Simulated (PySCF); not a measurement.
## C2Cl2GeN2O2: core ionisation energies

Species: Ge(NCO)2Cl2, C₂Cl₂GeN₂O₂.
Z-matrix (Å and degrees, PBE0-D3(BJ)/def2-SVP geometry), rows numbered from 1:
```
Ge
N   1  1.7861
C   2  1.2085  1  145.37
O   3  1.1616  2  176.27  1   178.81
N   1  1.7868  2  106.78  3  -177.67
C   5  1.2088  1  144.46  2  -157.11
O   6  1.1616  5  176.27  1   179.24
Cl  1  2.1298  2  110.98  3    62.07
Cl  1  2.1265  2  109.75  3   -57.96
```

Computed, not measured: delta-SCF UKS SCAN, pcX-2 on the ionised atom, pcseg-1 elsewhere, spin-free X2C (PySCF). Vertical ΔSCF values, vacuum level as zero.

**Question.** What binding energy does each computed site have?

**Answer.** 
| atom(s) | environment | level | binding energy (eV) | 2p1/2 (eV) | count |
| --- | --- | --- | --- | --- | --- |
| Cl8/Cl9 | chlorine bonded to Ge | Cl 1s | 2829.16 | – | 2 |
| O4/O7 | oxygen bonded to C | O 1s | 540.08 | – | 2 |
| N2/N5 | nitrogen bonded to C and Ge | N 1s | 406.17 | – | 2 |
| C3/C6 | carbon bonded to N and O | C 1s | 295.67 | – | 2 |
| Cl8/Cl9 | chlorine bonded to Ge | Cl 2p3/2 | 206.58 | 208.24 | 2 |

**Question.** Which effective nuclear charge Zeff reproduces each element's mean 1s value in the hydrogen-like formula E = 13.606 eV × Zeff²?

**Answer.** C (Z = 6): mean 295.7 eV, Zeff = 4.66, Z − Zeff = 1.34; N (Z = 7): mean 406.2 eV, Zeff = 5.46, Z − Zeff = 1.54; O (Z = 8): mean 540.1 eV, Zeff = 6.30, Z − Zeff = 1.70; Cl (Z = 17): mean 2829.2 eV, Zeff = 14.42, Z − Zeff = 2.58. Means run over the listed sites, weighted by atom count.

Topologically equivalent atoms share the value of their first member; where this conformer doesn't relate them by symmetry, their own values could differ. The 2p values aren't plain energy differences: one relaxed spin-free 2p hole is combined with a matrix within the shell (ground-state 2p orbital-energy differences and spin–orbit coupling). 2p3/2, the mean of its two sublevels, lies a third of the splitting below the shell's mean and 2p1/2 two thirds above it; the statistical areas are 2:1. 2p1/2 minus 2p3/2 (ligand field included): Cl 1.65 eV. No level of germanium is listed. The structure is a single PBE0-D3(BJ)/def2-SVP conformer in the gas phase; no vibrational or solvent corrections.
